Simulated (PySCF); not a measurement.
Gas-phase reaction: 2 Ga2O + O2 + 2 H2 ⇌ 4 GaOH

Method: PySCF energies plus ideal-gas RRHO corrections (1 bar). † marks an energy on the PBE0/def2-TZVP geometry and frequencies; other levels use their own. MP2 and CCSD(T) freeze the core. 6-31G* has spherical d functions here. Open shells (unrestricted): O2 (multiplicity 3); the rest are closed-shell singlets. Ga: all electrons, no relativistic terms. GaOH: computed as isolated molecules; such fragments, hydroxides, amides, oligomers or adducts are transient or little studied in the gas. MP2 isn't extrapolated to the basis-set limit; its ΔH°(298 K) is -336.4 kJ in def2-SVP and -410.6 kJ in def2-TZVPP. CCSD(T) isn't extrapolated to the basis-set limit; its ΔH°(298 K) is -330.8 kJ in def2-SVP and -397.5 kJ in def2-TZVPP. The harmonic model lacks anharmonicity and excited electronic states, which grow with temperature; levels with a mode under 35 cm⁻¹ are left out. Soft modes under 120 cm⁻¹ make the harmonic entropy rough for Ga2O.

```json
[
 {"level": "BLYP/def2-TZVP†", "ΔE electronic, kJ": "-376", "ΔH°(298 K), kJ": "-345", "ΔS°(298 K), J/K": "-50", "ΔG°(600 K), kJ": "-312"},
 {"level": "CCSD(T)/def2-SVP†", "ΔE electronic, kJ": "-362", "ΔH°(298 K), kJ": "-331", "ΔS°(298 K), J/K": "-50", "ΔG°(600 K), kJ": "-298"},
 {"level": "HF/6-31G*", "ΔE electronic, kJ": "-317", "ΔH°(298 K), kJ": "-284", "ΔS°(298 K), J/K": "-62", "ΔG°(600 K), kJ": "-244"},
 {"level": "MP2/def2-SVP†", "ΔE electronic, kJ": "-367", "ΔH°(298 K), kJ": "-336", "ΔS°(298 K), J/K": "-50", "ΔG°(600 K), kJ": "-304"},
 {"level": "PBE0/def2-SVP†", "ΔE electronic, kJ": "-385", "ΔH°(298 K), kJ": "-354", "ΔS°(298 K), J/K": "-50", "ΔG°(600 K), kJ": "-321"},
 {"level": "PBE0/def2-TZVP", "ΔE electronic, kJ": "-413", "ΔH°(298 K), kJ": "-382", "ΔS°(298 K), J/K": "-50", "ΔG°(600 K), kJ": "-349"},
 {"level": "ωB97X-V/def2-TZVP†", "ΔE electronic, kJ": "-402", "ΔH°(298 K), kJ": "-372", "ΔS°(298 K), J/K": "-50", "ΔG°(600 K), kJ": "-339"}
]
```
ΔH° is lowest at PBE0/def2-TZVP and highest at HF/6-31G*. No reference value is set beside these.
